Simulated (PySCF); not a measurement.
Start geometry of `FB(F)[SiH2]CC` from a GFN2-xTB structure with every atom displaced at random (by about 0.01 Å) (Å):
```
atom  x, y, z in Å
C1    -2.012   -0.046   -0.268
C2    -0.651   -0.518    0.120
Si3    0.743    0.589   -0.548
B4     2.583   -0.125   -0.068
F5     2.806   -1.403    0.190
F6     3.637    0.620   -0.004
H7    -2.796   -0.679    0.123
H8    -2.118    0.019   -1.359
H9    -2.207    0.987    0.132
H10   -0.516   -1.536   -0.238
H11   -0.597   -0.579    1.220
H12    0.561    1.956   -0.021
H13    0.572    0.698   -2.012
```

Task: What comes out of this run: PBE0-D3(BJ)/def2-SVP geometry optimisation, gas phase (PySCF)?

Result: 
```
atom  x, y, z in Å
C1    -1.809   -0.093   -0.203
C2    -0.388   -0.515    0.157
Si3    0.970    0.622   -0.500
B4     2.793   -0.146   -0.029
F5     2.949   -1.448    0.141
F6     3.881    0.587    0.120
H7    -2.555   -0.786    0.216
H8    -1.959   -0.069   -1.294
H9    -2.043    0.912    0.180
H10   -0.171   -1.529   -0.220
H11   -0.266   -0.575    1.253
H12    0.837    2.008    0.052
H13    0.884    0.729   -1.995
```

The energy falls by 0.102 eV over 8 energy and gradient evaluations, the largest force component goes from 0.0317 to 2.5e-04 Eh/bohr, and the atoms move by 0.083 Å rms after alignment. The bond that changes most is C1–C2 (methyl carbon to sp3 carbon bound to silicon), which lengthens by 0.033 Å. Bonds longer at the end by more than 0.005 Å: 6 of 12; shorter: 2. Among the angles that change most is B4–Si3–H13, from 111.4° to 108.0°. Rotational constants go from 6352, 1233, 1071 to 6160, 1241, 1077 MHz. The orientation of the end geometry is arbitrary; only internal coordinates are fixed.

The run used 123 basis functions and 49 SCF cycles in all. Time: 40 s of wall time; peak memory 0.51 GiB. Hardware: an Arm Neoverse V1 with one thread, no GPU, shared host with 32 logical CPUs at a one-minute load of 17.

Stationary, but not proved a minimum. One conformer, not necessarily the lowest.
